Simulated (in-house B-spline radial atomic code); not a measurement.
Excitations of the copper ion Cu¹⁹⁺ by several methods

Full response, energies in eV; labels give the largest channel, * marks a mixed state, a dash one above the method's threshold, and an imaginary frequency an unstable closed-shell reference. Computed with a B-spline radial code for spherical atoms: linear response of the closed shell [He] 2s2 2p6 with each method's own kernel (bare exchange for TDHF, static screening on G0W0 levels for BSE, the adiabatic kernel for functionals); scalar-relativistic (spin-free one-electron X2C), finite nucleus, no spin-orbit coupling, no double excitations, S, P, D and F terms only. Only terms of natural parity with L up to 3 were computed.

Spin-orbit coupling is strong here, so these LS terms don't match observed levels.

| method | 2p → 3s 3P | 2p → 3s 1P | 2p → 3p 3S | α (bohr³) |
| --- | --- | --- | --- | --- |
| TDHF | 972.54 | 976.48 | 1007.08 | 0.003319 |
| PBE | ? | ? | ? | ? |
| CAM-B3LYP | 949.69 | 954.69 | 987.23 | 0.003354 |
| OLYP | ? | ? | ? | ? |
| PBE0 | 957.76 | 961.40 | 995.28 | 0.003352 |
| LDA VWN5 | 954.40 | 957.75 | 991.65 | 0.003371 |

(1) What does PBE give?

(2) What does OLYP give?

Answers

(1) 2p → 3s 3P: 952.28; 2p → 3s 1P: 955.84; 2p → 3p 3S: 990.54; α: 0.003364 (eV, bohr³).

(2) 2p → 3s 3P: 943.77; 2p → 3s 1P: 949.00; 2p → 3p 3S: 982.42; α: 0.003353 (eV, bohr³).
